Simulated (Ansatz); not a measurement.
```yaml
atoms:
  - { symbol: Fe, position_ang: [0.0000, 0.0000, 0.0000] }
  - { symbol: O, position_ang: [0.0000, 0.0000, 2.1300] }
  - { symbol: H, position_ang: [-0.1490, 0.7452, 2.7200] }
  - { symbol: H, position_ang: [0.1490, -0.7452, 2.7200] }
  - { symbol: O, position_ang: [0.0000, 0.0000, -2.1300] }
  - { symbol: H, position_ang: [0.1490, -0.7452, -2.7200] }
  - { symbol: H, position_ang: [-0.1490, 0.7452, -2.7200] }
  - { symbol: O, position_ang: [2.1300, 0.0000, 0.0000] }
  - { symbol: H, position_ang: [2.7200, -0.7452, 0.1490] }
  - { symbol: H, position_ang: [2.7200, 0.7452, -0.1490] }
  - { symbol: O, position_ang: [-2.1300, 0.0000, 0.0000] }
  - { symbol: H, position_ang: [-2.7200, 0.7452, -0.1490] }
  - { symbol: H, position_ang: [-2.7200, -0.7452, 0.1490] }
  - { symbol: O, position_ang: [0.0000, 2.1300, 0.0000] }
  - { symbol: H, position_ang: [0.7259, 2.7200, -0.2250] }
  - { symbol: H, position_ang: [-0.7259, 2.7200, 0.2250] }
  - { symbol: O, position_ang: [0.0000, -2.1300, 0.0000] }
  - { symbol: H, position_ang: [-0.7259, -2.7200, 0.2250] }
  - { symbol: H, position_ang: [0.7259, -2.7200, -0.2250] }
```

Basis set: def2-SVP on H, O; pcseg-2 on Fe. Charge 2. Computed with Ansatz (development build ahead of 0.2.0); the lowest solution found for each multiplicity.

(1) How do the multiplicities compare at this shape? Give, from the lowest of each method, PBE0 (unrestricted) for 1, 5; PBE0 (restricted) for 1, 5; HF (restricted) for 1, 5; HF (unrestricted) for 1, 5.

## Answers

(1)

```
            method  multiplicity  E (eV)  <S²>
PBE0, unrestricted             1   1.572  1.56
PBE0, unrestricted             5   0.000  6.00
  PBE0, restricted             1   2.198  0.00
  PBE0, restricted             5   0.000  6.00
    HF, restricted             1   3.307  0.00
    HF, restricted             5   0.000  6.00
  HF, unrestricted             1   2.465  1.70
  HF, unrestricted             5   0.000  6.01
```

Caution: other spin multiplicities may lie lower. Caution for PBE0, unrestricted, HF, unrestricted: the unrestricted determinant is a mixture of spin states. Caution for PBE0, restricted, HF, restricted: an unrestricted determinant lies well below.
